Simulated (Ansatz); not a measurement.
`[SH][SnH2][SH]` + H₂ → `[SH][SnH3]` + H₂S at 400 K and 1 bar (hydrogenolysis of the Sn–S bond).

Isolated molecules relaxed with PBE0-D4/def2-TZVP in Ansatz; ΔE leaves out vibrations. CCSD(T)/CBS is the MP2 limit (def2-TZVPP, def2-QZVPP) plus CCSD(T) − MP2 in def2-TZVPP, frozen cores. This one scheme is used for every species. def2 core potentials past Kr. For Sn outer-core shells are correlated without core-valence functions, which leaves a few kJ/mol of doubt a bond. One conformer a species, not always the lowest.

```tsv
species	CCSD(T)/CBS energy (Eh)	H − E (kJ/mol)	S (J/(mol·K))
`[SH][SnH2][SH]`	-1012.02124	114.4	395.0
H₂	-1.17544	38.0	139.0
`[SH][SnH3]`	-614.20548	99.8	324.6
H₂S	-398.97279	53.4	215.9
```

H − E and S are ideal-gas, rigid-rotor, harmonic terms from PBE0-D4/def2-TZVP, for one conformer and one mirror image of each species. The MP2-based limit puts H₂ 0.8 mEh under its directly extrapolated value; such offsets cancel only in part. 1 Eh = 2625.50 kJ/mol, R = 8.31446 J/(mol·K).

Q: By hand: ΔE, ΔH, ΔS and ΔG.

A: ΔE = (-614.20548) + (-398.97279) − (-1012.02124) − (-1.17544) = 0.01841 Eh = 48.3 kJ/mol. Δ(H − E) = 99.8 + 53.4 − 114.4 − 38.0 = 0.8, so ΔH = 49.1 kJ/mol. ΔS = 324.6 + 215.9 − 395.0 − 139.0 = 6.5 J/(mol·K). ΔG = 49.1 − 400 × (6.5)/1000 = 46.5 kJ/mol.

Q: By hand: the equilibrium constant, and the temperature at which ΔG would vanish if ΔH and ΔS stayed fixed.

A: log₁₀ K = −ΔG/(RT ln 10) = -6.1. ΔG = 0 at ΔH/ΔS = 7554 K, far beyond where these terms or the molecules hold.

The number of gas molecules stays the same, so ΔS is small and ΔH decides. A doubt of 5 kJ/mol in ΔE shifts log₁₀ K by 0.7 here. Other conformers and mirror images would add mixing entropy, several J/(mol·K) or more a flexible species. Modes under 60 cm⁻¹, often nearly free rotors, make the harmonic entropy too high. These are equilibria of isolated gas molecules and say nothing of rates. Largest T1 diagnostic: 0.012 (customary marks: 0.02 for closed shells, 0.045 for open ones).
